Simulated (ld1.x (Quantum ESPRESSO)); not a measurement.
Before and after: TM potential for Te

```
Element                 : Te (Z = 52)
Generator               : ld1.x (Quantum ESPRESSO) 7.5
Type                    : norm-conserving Troullier–Martins (Kleinman–Bylander form)
Functional              : LDA (PZ)
Relativity              : scalar-relativistic
Frozen core             : [Kr] 4d10
Valence charge          : 6
Reference configuration : 5s1.75 5p4.25
Partial waves           : 5s (bound): rc 1.85 bohr; 5p (bound): rc 1.70 bohr
Local potential         : all-electron potential smoothed inside 1.75 bohr (lloc = -2)
Core correction         : a·sin(br)/r model core, default radius (core density twice the valence density)
```

Change: local potential all-electron potential smoothed inside 2.16 bohr (lloc = -2).

Cutoffs: the cutoffs (Ry, on a coarse ladder) from which the occupation-weighted sum of valence levels, in a spherical-Bessel basis at the reference potential, stays within 10 and 1 mRy of its value at 400 Ry; they do not see the model core or the augmentation charge, which bear on the density cutoff. Errors are all-electron minus pseudo energies relative to the spin-unpolarised reference configuration.

Predict the effect on cutoff, ghosts and configuration errors.

The potential gets neither clearly harder nor softer (40 Ry and 70 Ry → 40 Ry and 70 Ry); the bound ghost in d disappears; of the 9 tests that both files solve, the error grows in 4 and shrinks in 1 by more than 15 % and 0.3 meV (median size 1.1 → 1.8 meV). In the separable form a ghost depends on how the local part lies against the semilocal potential of the channel, so the choice of the local part can create or remove one.

| quantity | base | changed |
| --- | --- | --- |
| cutoff, loose | 40 Ry | 40 Ry |
| cutoff, tight | 70 Ry | 70 Ry |
| loose cutoff by channel (10 mRy a level) | s 15 Ry, p 30 Ry | s 18 Ry, p 30 Ry |
| bound ghosts | d | none |
| error for 5s2 5p4, meV [ΔE -2.32 eV] | 0.0 | -0.1 |
| error for 5s2 5p3, meV [ΔE 7.60 eV] | -1.0 | -2.1 |
| error for 5s2 5p2, meV [ΔE 25.77 eV] | -7.3 | -15 |
| error for 5s2 5p3.5, meV [ΔE 1.67 eV] | -0.7 | -0.8 |
| error for 5s2 5p4.3, meV [ΔE -3.83 eV] | +0.6 | +0.3 |
| error for 5s1 5p5, meV [ΔE 7.03 eV] | -1.7 | -2.3 |
| error for 5s2 5p0, meV [ΔE 89.91 eV] | -184 | -230 |
| error for 5s1.75 5p4.25 (spin-polarised), meV [ΔE -0.49 eV] | +2.0 | +1.8 |
| error for 5s2 5p4 (spin-polarised), meV [ΔE -2.80 eV] | +1.1 | +0.7 |

 A true bound ghost makes a file unfit for plane-wave use even where its test errors are small: the radial tests pick states by their node count and pass the ghost by.
